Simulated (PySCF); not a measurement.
Isomers of CH8N2Si, one GFN2-xTB conformer each. Single-point energies are computed at PBE0/pcSseg-1 (PySCF, gas phase, no added dispersion term), electronic only.

```
   SMILES  GFN2-xTB relative energy (kJ/mol)
NC[SiH2]N                              107.4
CN[SiH2]N                                0.0
```

Conformers: `[NH2:1][CH2:2][SiH2:3][NH2:4]` with H–N1–C2–Si3 61° and -56°, N1–C2–Si3–N4 55°, C2–Si3–N4–H -174° and 49°; `[CH3:1][NH:2][SiH2:3][NH2:4]` with C1–N2–Si3–N4 -179°, N2–Si3–N4–H -179° and 48°.

Q: What does PBE0/pcSseg-1 give for the same structures?

A: 
```csv
SMILES,PBE0/pcSseg-1 E (Eh),PBE0/pcSseg-1 (kJ/mol),GFN2-xTB (kJ/mol),point group
CN[SiH2]N,-441.62096,0.0,0.0,–
NC[SiH2]N,-441.59689,63.2,107.4,C1
```

Both levels put the same isomer lowest. As drawn, the higher has an Si–C bond, which the lower lacks.

Q: Which frontier levels, dipoles and rotational constants go with these structures?

A: 
```json
{"SMILES": "CN[SiH2]N", "HOMO (eV, PBE0/pcSseg-1)": "-6.60", "LUMO (eV)": "0.98", "dipole (D)": "0.58", "A, B, C (MHz)": "16722, 3143, 2796"}
{"SMILES": "NC[SiH2]N", "HOMO (eV, PBE0/pcSseg-1)": "-6.25", "LUMO (eV)": "0.82", "dipole (D)": "1.88", "A, B, C (MHz)": "9387, 3741, 3044"}
```
